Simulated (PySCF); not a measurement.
Spectra and structures to be paired. Theory: PySCF, TDDFT CAM-B3LYP/def2-SVPD, vertical, gas phase, core orbitals frozen in the response. Geometries: PBE0-D3(BJ)/def2-SVP; one conformer of each isolated species. Triplets are in the Tamm–Dancoff approximation. Relativistic effects are left out although some hold elements past zinc.

A. `C[CH2][GaH2-][O+]1CCCC1`
B. `C[SiH](Cl)Cl`
C. `CN(C)BBr`

Lowest singlet levels (six at most, fewer where fewer were computed) with oscillator strengths:

1. 159 nm (f 0.022); 154 nm (f 0.001); 152 nm (f 0.041); 147 nm (f 0.001); 146 nm (f 0.019); 146 nm (f 0.130); T1 7.41 eV
2. 189 nm (f 0.001); 185 nm (f 0.276); 180 nm (f 0.036); 167 nm (f 0.057); 166 nm (f 0.005); 155 nm (f 0.031); T1 5.23 eV
3. 199 nm (f 0.016); 188 nm (f 0.001); 184 nm (f 0.003); 171 nm (f 0.117); 167 nm (f 0.107); 166 nm (f 0.092); T1 5.95 eV

Question: Which spectrum belongs to which structure?

Answer: 1 = B, 2 = C, 3 = A.
- A: S1 at 6.24 eV, HOMO→LUMO+1 (77%), HOMO→LUMO+4 (9%); Löwdin shares by element: HOMO carbon 47% or more, gallium 23%, hydrogen 7% or more (atoms not listed hold the other 24%); LUMO carbon 25% or more, gallium 17% (atoms not listed hold the other 58%); HOMO -8.17 and LUMO 0.97 eV.
- B: S1 at 7.82 eV, HOMO→LUMO+1 (76%), HOMO→LUMO (14%); Löwdin shares by element: HOMO chlorine 55%, silicon 16%, carbon 15%; LUMO chlorine 38%, silicon 30%, carbon 14% (atoms not listed hold the other 19%); HOMO -10.30 and LUMO 1.05 eV; point group Cs.
- C: S1 at 6.57 eV, HOMO-1→LUMO+1 (94%); Löwdin shares by element: HOMO nitrogen 37%, bromine 31%, boron 9%, carbon 7% or more (atoms not listed hold the other 17%); LUMO (one of a set within 0.03 eV) boron 39%, carbon 21%, bromine 12% (atoms not listed hold the other 27%); HOMO -8.74 and LUMO 0.99 eV; point group Cs.

Without π bonds the low states are Rydberg-like; a valence basis with one diffuse set may place them up to an eV too high.
